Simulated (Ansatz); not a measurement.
Harmonic frequencies (cm⁻¹) at PBE0-D4/def2-TZVP from Ansatz: 622, 722, 893, 919, 977, 989, 1042, 1262, 1684, 3091, 3262, 3308.

Problem. Which molecule is it?
A. `[N-]=[N+]=O`
B. `S=C=[Te]`
C. `[CH]1C=C1`•
D. `B=S`

Solution. C.
